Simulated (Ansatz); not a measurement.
`C[SiH](F)[SiH2]S` + `CN=C(O)O` → `O[SiH](F)[SiH2]S` + `C/N=C(\C)O`  (formal exchange of groups at the Si–C bond)

Isolated molecules relaxed with PBE0-D4/def2-TZVP in Ansatz; ΔE leaves out vibrations. CCSD(T)/CBS adds triple-zeta CCSD(T) − MP2 to the extrapolated MP2 energy (def2 sets, frozen cores). One conformer a species, not always the lowest.

`C[SiH](F)[SiH2]S`:

Cartesian coordinates in Å:
```
C -0.215 1.092 -1.576
Si -0.984 0.612 0.045
F -0.957 1.879 1.035
Si 0.168 -1.161 1.065
S 2.246 -0.635 1.000
H -0.260 0.251 -2.274
H 0.834 1.369 -1.449
H -0.746 1.936 -2.022
H -2.413 0.236 -0.139
H -0.286 -1.390 2.464
H -0.077 -2.414 0.297
H 2.690 -1.776 1.553
```

`CN=C(O)O`:

Cartesian coordinates in Å:
```
C -0.030 0.997 0.902
N -0.584 -0.254 0.449
C -0.087 -0.784 -0.582
O 0.916 -0.346 -1.353
O -0.535 -1.940 -1.071
H -0.127 1.801 0.157
H 1.031 0.916 1.182
H -0.565 1.328 1.792
H 1.233 0.489 -0.992
H -1.251 -2.207 -0.482
```

`O[SiH](F)[SiH2]S`:

Z-matrix (Å, degrees):
```
Si
F 1 1.604
Si 1 2.343 2 105.8
O 1 1.633 2 110.7 3 -115.8
H 1 1.479 2 107.1 3 128.2
S 3 2.157 1 103.6 2 -73.6
H 3 1.486 1 115.4 2 48.9
H 3 1.485 1 111.9 2 174.8
H 4 0.962 1 115.9 2 80.5
H 6 1.345 3 94.5 1 60.9
```

`C/N=C(\C)O`:

Z-matrix (Å, degrees):
```
C
N 1 1.441
H 1 1.098 2 112.5
H 1 1.090 2 109.2 3 119.3
H 1 1.098 2 112.4 3 -121.4
C 2 1.261 1 118.7 3 60.4
O 6 1.348 2 119.3 1 -180.0
C 6 1.493 2 128.0 1 -0.0
H 7 0.968 6 105.5 2 0.0
H 8 1.088 6 111.0 2 179.6
H 8 1.093 6 110.1 2 -59.3
H 8 1.093 6 110.1 2 58.5
```

| level | ΔE (kJ/mol) |
| --- | --- |
| HF/def2-TZVPP | -108.7 |
| MP2/def2-QZVPP | -119.8 |

(1) What does CCSD(T)/CBS give? (An estimate is asked.)

Largest T1 diagnostic among the species: 0.013.

Answers

(1) Computed: -116.9 kJ/mol. The listed levels differ from it by 8.2, -2.9 kJ/mol.

In def2-TZVPP, CCSD(T) changes the Hartree–Fock value by −4.1 kJ/mol (the triples alone add −0.2 kJ/mol) and MP2 by −8.3 kJ/mol.
